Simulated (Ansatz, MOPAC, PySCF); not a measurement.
Lewis adduct: BH3 (SMILES B) (first 4 atoms) with PH3 (SMILES P); geometry from B3LYP-D3(BJ)/def2-TZVP, rigid monomers moved along the line of their centres of mass till B1···P5 is 2.22 Å.
(charge 0, multiplicity 1):
```xyz
8

B     -0.03035    -0.07736     0.67211
H      1.09673    -0.42107     0.41766
H     -0.84164    -0.96881     0.65524
H     -0.38373     0.93204     0.11589
P      0.06709     0.50604     2.81100
H     -1.11293     0.96384     3.42410
H      0.45804    -0.47117     3.74380
H      0.94314     1.54545     3.17165
```

Monomers are frozen at their geometry in the pair; levels with a basis set take the counterpoise correction. Rows marked so take none.

Cores are frozen in the correlated methods. Rows in 3-21G carry no dispersion term and start afresh at each structure. The state that PM6 reach isn't checked.

Programs: Ansatz (Gaussian orbitals); MOPAC for PM6 (differences of heats of formation); PySCF for 3-21G rows. 

Task: One of these levels gives -85.6 kJ/mol for the interaction energy. Which one is it?
A. HF/3-21G (no counterpoise)
B. SCS-MP2/aug-cc-pV(D+d)Z
C. PM6

Result: A, HF/3-21G (no counterpoise). The others give -125.1 (PM6), -112.6 (SCS-MP2/aug-cc-pV(D+d)Z)

Ansatz is a first-principles code.
